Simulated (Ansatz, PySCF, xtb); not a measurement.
Pulling on the H–H spacing in H8 chain (multiplicity 1 held). Energies count from the point at 0.900 Å.
Geometry at that point (charge 0, multiplicity 1):
```xyz
8

H      0.000     0.000     0.000
H      0.000     0.000     0.900
H      0.000     0.000     1.800
H      0.000     0.000     2.700
H      0.000     0.000     3.600
H      0.000     0.000     4.500
H      0.000     0.000     5.400
H      0.000     0.000     6.300
```

```csv
level,energy at R = 3.600 Å (kcal/mol),cost
GFN2-xTB,405.48,-
R-HF/3-21G,758.71,-
R-HF/6-31G*,731.29,-
U-HF/6-31G*,198.15,-
R-HF/cc-pVTZ,697.34,-
U-HF/cc-pVTZ,202.31,-
R-PBE/cc-pVTZ,517.48,×1
U-PBE/cc-pVTZ,341.08,-
R-r2SCAN/cc-pVTZ,553.29,×1
U-r2SCAN/cc-pVTZ,344.50,-
R-B3LYP/6-31G*,571.23,-
R-B3LYP/cc-pVTZ,556.92,×0.8
U-B3LYP/cc-pVTZ,347.69,-
R-wB97X-V/cc-pVTZ,652.82,×2
U-wB97X-V/cc-pVTZ,327.63,-
R-MP2/6-31G*,407.08,-
R-MP2/cc-pVTZ,464.72,-
U-MP2/cc-pVTZ,304.37,-
R-SCS-MP2/cc-pVTZ,411.42,-
U-SCS-MP2/cc-pVTZ,316.16,-
U-CCSD/cc-pVTZ,324.74,-
U-CCSD(T)/cc-pVTZ,327.52,-
"CASSCF(8,8)/cc-pVTZ",262.91,-
"SC-NEVPT2 on CASSCF(8,8)/cc-pVTZ",311.91,-
"FIC-NEVPT4(SD) on CASSCF(8,8)/cc-pVTZ",325.71,-
"FIC-MRCISD on CASSCF(8,8)/cc-pVTZ",325.33,-
"FIC-MRCISD+Q on CASSCF(8,8)/cc-pVTZ",327.71,-
```

The rows run from 198.15 (U-HF/6-31G*) to 758.71 kcal/mol (R-HF/3-21G). In cc-pVTZ the value moves U-HF 202.31, U-MP2 304.37, U-CCSD 324.74, U-CCSD(T) 327.52, a shift of 125.21 from U-HF to U-CCSD(T). The 4 U-functionals in cc-pVTZ without D3 or D4 span 20.06, from U-wB97X-V to U-B3LYP.

Restricted levels (R-, RO-) in cc, def2 and unpolarised 6-31G sets keep to the state of the molecule at rest. U- levels take the lowest unrestricted solution at each point, which mixes spins at long bonds. Active spaces are followed from rest. Levels need not reach the same state.

Rows in 3-21G, 6-31G* carry no dispersion term and start afresh at each structure (6-31G* with six Cartesian d functions).

Doubts at one or more of the structures used: a restricted determinant that unrestricted orbitals would lower (R-HF/3-21G, R-HF/6-31G*, R-HF/cc-pVTZ, R-PBE/cc-pVTZ, R-r2SCAN/cc-pVTZ, R-B3LYP/6-31G*, R-B3LYP/cc-pVTZ, R-wB97X-V/cc-pVTZ, R-MP2/6-31G*, R-MP2/cc-pVTZ, R-SCS-MP2/cc-pVTZ); a spin-contaminated determinant (U-HF/6-31G*, U-HF/cc-pVTZ, U-PBE/cc-pVTZ, U-r2SCAN/cc-pVTZ, U-B3LYP/cc-pVTZ, U-wB97X-V/cc-pVTZ, U-MP2/cc-pVTZ, U-SCS-MP2/cc-pVTZ, U-CCSD/cc-pVTZ, U-CCSD(T)/cc-pVTZ).

Run with Ansatz (an electronic-structure program); PySCF for 3-21G rows, 6-31G* rows; xtb for the GFN methods. Values without a source in brackets are computed. The GFN methods have no spin term and hold the electronic entropy of 300 K.

Costs are rough ratios of core time to R-PBE/cc-pVTZ (about 2.0 s over the structures, on one shared machine); a dash marks a level with no comparable run of its own.
